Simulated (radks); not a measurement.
Question: Spherical quantum dot in the effective-mass picture: electrons in a hard-walled sphere of radius 3.19, with a point charge +1 (a donor) at the centre, all in effective atomic units (hartree* = m*/eps^2 hartree, bohr* = eps/m* bohr), one dielectric constant everywhere. Method: non-relativistic Kohn-Sham, exchange-only LDA, spin-polarised, spherical densities; computed with a radial shooting solver with Libxc functionals. Levels are named by radial order and angular momentum (1s, 1p, 1d, 2s, ...), and open shells are averaged over m. Results are scaled to m* = 0.181 and eps = 12.9, for which hartree* = 29.6 meV and bohr* = 3.771 nm. At N = 19 the configuration is 1s2 1p6 1d10 2s(up 1, down 0). Does electron 20 go into 2s down or 1f up or 1f down?

Answer: Into 2s down. The total energies of the other choices lie higher by 1.25 meV (1f up), 1.44 meV (1f down).
